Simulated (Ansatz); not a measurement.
The molecule CrMo, closed-shell singlet (the spin of the measured ground state). No spin–orbit coupling. Cr is treated without relativity. The T1 diagnostic near the minimum is 0.068, so single-reference values are doubtful.

D_e counts from the fitted minimum to each atom's lowest state at the same level, without counterpoise. The singlet is restricted.

Codes used: Ansatz (a first-principles code). Each number belongs to the level named beside it. In def2 rows elements past Kr take small-core potentials, without spin–orbit coupling.

```csv
level,bond energy D_e (eV)
SVWN5/def2-TZVPP,4.217
PBE/def2-TZVPP,2.425
r2SCAN/def2-TZVPP,0.061
B97M-V/def2-TZVPP,-0.428
B3LYP/def2-TZVPP,0.340
PBE0/def2-TZVPP,-1.118
BHLYP/def2-TZVPP,-3.339
CAM-B3LYP/def2-TZVPP,?
```

Problem. Complete the blanks.

Solution. 
- CAM-B3LYP/def2-TZVPP, bond energy D_e (eV): -0.729
